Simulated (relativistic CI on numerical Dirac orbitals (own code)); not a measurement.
Hyperfine structure of Cr16+, mass number 53

Method of calculation: Dirac-Coulomb-Breit CI, orbitals from a KLI potential per configuration, a model potential for QED, unscaled Slater integrals (own radial code, finite nucleus).

Configurations in the expansion (outside the closed core 1s2): 2s2.2p4, 2s.2p5, 2p6, 2p5.3s, 2p5.3p, 2s2.2p3.3s, 2p5.3d, 2s2.2p3.3p, 2s2.2p3.3d, 2s.2p4.3s, 2s.2p4.3p, 2s.2p4.3d, 2s2.2p3.4s, 2s2.2p3.4p, 2s2.2p3.4d, 2s2.2p3.4f. Levels of other configurations are missing.

Nuclear spin I = 3/2, μ = -0.47431 μN, Q = -0.15 b (tables of Stone and Pyykkö). The electronic factors are computed for point nuclear moments, without core polarisation or the Bohr-Weisskopf and QED corrections.

```tsv
Level	E (10³ cm⁻¹)	A (MHz)	B (MHz)
2s2.2p4 3P_2	0.0	-6491	-4550
2s2.2p4 3P_1	60.1	177.5	2790
2s2.2p4 1D_2	137.3	-13300	10200
2s.2p5 3P°_2	819.4	-32530	5530
2s.2p5 3P°_1	864.0	-28540	-2710
2s.2p5 1P°_1	1132.0	-23790	5500
2s2.2p3.3s 5S°_2	5401.4	-7487	-239
2s2.2p3.3s 3S°_1	5452.2	5178	-296
```

Levels with J = 0, under 50 % of one LS term, or S terms without an open s electron are left out. Small factors come from cancelling terms and can be off by tens of per cent or more.

At this charge energies of transitions that change n are usually good to better than 1 %, and those within a shell (Δn = 0) to a few per cent.

Give the hyperfine levels of 2s2.2p4 3P_2 relative to its centre of gravity.

With K = F(F + 1) − I(I + 1) − J(J + 1), E = AK/2 + B[¾K(K + 1) − I(I + 1)J(J + 1)]/[2I(2I − 1)J(2J − 1)]: F = 1/2: 25230, F = 3/2: 19470, F = 5/2: 6086, F = 7/2: -20610 MHz.

LS names give the leading component of a level, which can be under half, so a name can repeat, a term be missing and a line seem to break the LS rules.
